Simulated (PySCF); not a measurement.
Screening by computed properties: pick the candidate that meets the target.

All species are isolated and taken at one optimised geometry, non-relativistic unless stated. Electronic properties by PySCF.

Dipoles, sizes and rotational constants follow the conformer. The torsions of the flexible species, by atom-mapped SMILES:
- `[CH3:1][O:2][C@@H:3]([CH3:4])[C:5]([CH3:6])=[S:7]`: C1–O2–C3–C4 166°, O2–C3–C5–C6 -46°
- `[CH:1]#[C:2][C:3](=[O:4])[O:5][CH2:6][F:7]`: C2–C3–O5–C6 180°, C3–O5–C6–F7 176°
- `[CH3:1][SiH:2]([CH3:3])[n:4]1[n:5][cH:6][cH:7][n:8]1`: C1–Si2–N4–N5 49°
- `[CH2:1]=[C:2]1[CH2:3][O:4][Si@:5]1([SH:6])[O:7][SiH3:8]`: O4–Si5–O7–Si8 140°, H–S6–Si5–O4 34°
- `[CH2:1]=[C:2]([O:3][CH3:4])[C:5](=[O:6])[Cl:7]`: C1–C2–O3–C4 0°, C1–C2–C5–O6 0°
- `[CH3:1][O:2][C@@:3]1([F:4])[CH2:5][S:6]1`: C1–O2–C3–F4 62°
- `[CH3:1][CH2:2][Si:3]1([F:4])[CH2:5][S:6][CH2:7]1`: C1–C2–Si3–F4 50°

Task: Wanted: electronic spatial extent ⟨r²⟩ about the centre of nuclear charge between 900 bohr² and 1170 bohr² (CAM-B3LYP/def2-SVPD) and HOMO energy below -8.9 eV (CAM-B3LYP/def2-SVPD), at GFN2-xTB geometries. Which candidate meets both?
A. `S[Si@@]1(OCC1=C)O[SiH3]`
B. `C(=S)(C)[C@H](C)OC`
C. `Cl[Si](Cl)(Cl)Cl`
D. `C[SiH](C)n1nccn1`
E. `C#CC(=O)OCF`

Result: C. Computed values:
| species | electronic spatial extent ⟨r²⟩ about the centre of nuclear charge | HOMO energy |
| --- | --- | --- |
| C#CC(=O)OCF | 861 bohr² | -10.22 eV |
| C(=S)(C)[C@H](C)OC | 1025 bohr² | -7.74 eV |
| Cl[Si](Cl)(Cl)Cl | 1126 bohr² | -11.00 eV |
| C[SiH](C)n1nccn1 | 1208 bohr² | -9.00 eV |
| S[Si@@]1(OCC1=C)O[SiH3] | 1757 bohr² | -8.88 eV |

Task: Wanted: static isotropic polarisability between 58 au and 66 au (CAM-B3LYP/def2-SVPD) and lowest singlet excitation below 5.5 eV (TDDFT CAM-B3LYP/def2-SVPD), at GFN2-xTB geometries. Which candidate meets both?
A. `C=C(OC)C(=O)Cl`
B. `C[SiH](C)n1nccn1`
C. `O([Si@]1(OCC1=C)S)[SiH3]`
D. `C#CC(=O)OCF`
E. `Cl[Si](Cl)(Cl)Cl`
F. `CO[C@@]1(F)CS1`
G. `CO[C@@H](C)C(C)=S`

Result: F. Computed values:
```
                 species  static isotropic polarisability  lowest singlet excitation
             C#CC(=O)OCF                          54.8 au                    5.02 eV
          CO[C@@]1(F)CS1                          60.5 au                    4.90 eV
          C=C(OC)C(=O)Cl                          71.1 au                    4.59 eV
        Cl[Si](Cl)(Cl)Cl                          74.9 au                    7.72 eV
       CO[C@@H](C)C(C)=S                          86.8 au                    2.49 eV
        C[SiH](C)n1nccn1                          90.1 au                    6.25 eV
O([Si@]1(OCC1=C)S)[SiH3]                         108.6 au                    6.02 eV
```

Task: Wanted: HOMO–LUMO gap between 8.2 eV and 9.3 eV (CAM-B3LYP/def2-SVPD) and dipole moment below 1.5 D (CAM-B3LYP/def2-SVPD), at GFN2-xTB geometries. Which candidate meets both?
A. `C[SiH](C)n1nccn1`
B. `O(C(=C)C(=O)Cl)C`
C. `CO[C@@]1(F)CS1`
D. `C#CC(=O)OCF`
E. `CC[Si]1(F)CSC1`
F. `Cl[Si](Cl)(Cl)Cl`
G. `CO[C@@H](C)C(C)=S`

Result: C. Computed values:
```
          species  HOMO–LUMO gap  dipole moment
CO[C@@H](C)C(C)=S        6.72 eV         1.72 D
 O(C(=C)C(=O)Cl)C        7.94 eV         4.25 D
   CC[Si]1(F)CSC1        8.54 eV         2.48 D
   CO[C@@]1(F)CS1        9.04 eV         1.15 D
      C#CC(=O)OCF        9.53 eV         1.37 D
 C[SiH](C)n1nccn1        9.91 eV         0.86 D
 Cl[Si](Cl)(Cl)Cl       11.11 eV         0.00 D
```

Task: Wanted: smallest rotational constant between 1.2 GHz and 1.3 GHz (GFN2-xTB) and lowest triplet excitation (Tamm–Dancoff) above 4.3 eV (TDA CAM-B3LYP/def2-SVPD), at GFN2-xTB geometries. Which candidate meets both?
A. `n1ccnn1[SiH](C)C`
B. `C=C(OC)C(=O)Cl`
C. `C1O[Si@@](S)(C1=C)O[SiH3]`
D. `CO[C@@]1(F)CS1`
E. `CO[C@@H](C)C(C)=S`
F. `C#CC(=O)OCF`

Result: F. Computed values:
```
                  species  smallest rotational constant  lowest triplet excitation (Tamm–Dancoff)
C1O[Si@@](S)(C1=C)O[SiH3]                     0.718 GHz                                   4.12 eV
         n1ccnn1[SiH](C)C                     1.096 GHz                                   4.96 eV
           C=C(OC)C(=O)Cl                     1.161 GHz                                   3.19 eV
              C#CC(=O)OCF                     1.221 GHz                                   4.59 eV
        CO[C@@H](C)C(C)=S                     1.369 GHz                                   2.04 eV
           CO[C@@]1(F)CS1                     2.140 GHz                                   4.46 eV
```
